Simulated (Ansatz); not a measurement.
`[AlH2][C@@H]1O[Si@H]1Cl` at its PBE0-D4/def2-TZVP geometry, where that method's forces vanish. Charge 0, multiplicity 1.

```xyz
9

Al   -1.3003   -0.3505   -1.2764
C     0.4058   -0.3943   -0.3514
O     0.4664   -1.0861    1.0088
Si    0.7214    0.5192    1.1794
Cl    2.5850    1.1443    1.6818
H    -1.3093    0.0672   -2.8066
H    -2.6288   -0.6242   -0.4594
H     1.3269   -0.5828   -0.9089
H    -0.2670    1.3073    1.9326
```

What forces (eV/Å) does B3LYP-D4/def2-TZVPP give on these atoms in Ansatz 0.2.0? (Best estimate.)

Computed: 
```
Al1 -0.104 -0.021 -0.081
C2   0.036  0.121 -0.432
O3  -0.005 -0.251  0.308
Si4 -0.192  0.128  0.139
Cl5  0.205  0.074  0.060
H6  -0.005 -0.022  0.092
H7   0.082  0.021 -0.054
H8  -0.078  0.001  0.023
H9   0.060 -0.051 -0.054
```

B3LYP here is the variant with VWN-RPA as its local correlation; programs differ in this.
